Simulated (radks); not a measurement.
Radial electron density D(r) = 4 pi r^2 rho(r) of an atom or ion with 40 electrons. Calculated with a radial shooting solver on a logarithmic mesh with Libxc functionals: Dirac Kohn-Sham, BLYP, spin-unpolarised, spherical densities, finite nucleus; Fermi nuclear charge, rms radius of each element as measured or else 0.836 A^(1/3) + 0.57 fm.

```
   r/bohr * D(r) (the largest magnitude, 63.3, reaches the edge; | marks zero)
 0.004273 |       *
 0.005608 |           *
 0.007421 |                 *
 0.009818 |                        *
  0.01289 |                                *
  0.01705 |                                       *
  0.02256 |                                            *
  0.02961 |                                            *
  0.03918 |                                        *
  0.05184 |                                     *
  0.06805 |                                         *
  0.09004 |                                                  *
   0.1182 |                                                      *
   0.1564 |                                             *
   0.2069 |                                  *
   0.2716 |                                    *
   0.3593 |                                         *
   0.4754 |                               *
   0.6241 |               *
   0.8257 |        *
    1.093 |        *
    1.434 |      *
    1.897 |  *
    2.491 |*
    3.295 *
     4.36 *
    5.723 *
    7.572 *
```

What is the nuclear charge?

Answer. Z = 41. The innermost maximum, from 1s, lies near gamma/Z bohr with gamma = sqrt(1 - (Z/c)^2) = 0.954, here 0.0233 bohr (found: 0.0254), and its height grows with Z. The density is that of the niobium ion Nb+ in [Kr] 4d4; the configuration itself is not fixed sharply by these data, and Z only to a few units. D(r) has 4 maxima, at r = 0.0254, 0.112, 0.354, 1.02 bohr, and minima at 0.0514, 0.228, 0.909 bohr, inside which lie 2.06, 11.11, 29.47 electrons.
